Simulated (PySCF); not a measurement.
Working out the ionisation energy of Ge

Ge [Ar] 3d10 4s2 4p2 (3P) → Ge⁺ [Ar] 3d10 4s2 4p1 (2P). Calculation: PySCF 2.14, in x2c-QZVPPall with one added diffuse shell each of s, p, d, f type (12s9p6d5f1g, 113 functions); the spin-free X2C one-electron Hamiltonian (Gaussian nucleus). Frozen: [Ne]. Energies in hartree (1 hartree = 27.21139 eV):

```
             part    Ge (lower)   Ge⁺ (upper)
              UHF  -2097.116683  -2096.844680
MP2 opposite-spin     -0.554784     -0.546272
    MP2 same-spin     -0.284118     -0.275419
```

**Question.** What does Hartree-Fock give?

**Answer.** (-2096.844680) − (-2097.116683) = 0.272003 hartree = 7.402 eV.

**Question.** What do MP2 and SCS-MP2 (6/5 opposite-spin, 1/3 same-spin) give?

**Answer.** The opposite-spin parts differ by 0.232 eV and the same-spin parts by 0.237 eV. MP2: 7.402 + (0.232) + (0.237) = 7.871 eV. SCS-MP2: 7.402 + 1.2 × (0.232) + (0.237)/3 = 7.759 eV.

Measured between the centres of the two terms (NIST): 7.925 eV, so MP2 (valence and next inner shell) is off by -0.054 eV.

What remains against the reference includes basis incompleteness, the frozen core and correlation beyond second order.
